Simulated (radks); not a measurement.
Q: The mean radii <r> (bohr) of the occupied orbitals of an atom or ion are listed with their occupations. Calculated with a radial shooting solver on a logarithmic mesh with Libxc functionals: scalar-relativistic Kohn-Sham, BLYP, spin-polarised, spherical densities, finite nucleus; Fermi nuclear charge, rms radius of each element as measured or else 0.836 A^(1/3) + 0.57 fm.

| orbital | occ. | <r> |
|---|---|---|
| 1s | 2 | 0.05031 |
| 2s | 2 | 0.2262 |
| 2p | 6 | 0.1982 |
| 3s | 2 | 0.6816 |
| 3p | 6 | 0.7138 |
| 3d | 10 | 0.8824 |

Name the element and its charge. Open shells, if any, are filled with parallel spins first.

A: Z = 30, zinc, charge +2: Zn2+ in [Ar] 3d10. The 1s radius gives Z: for a bare nucleus <r> = (2 gamma + 1)/(2Z) with gamma = sqrt(1 - (Z/c)^2), 0.04919 bohr for Z = 30, and screening makes it slightly larger (0.05031 here). The occupations add up to 28, and the charge is Z minus that.
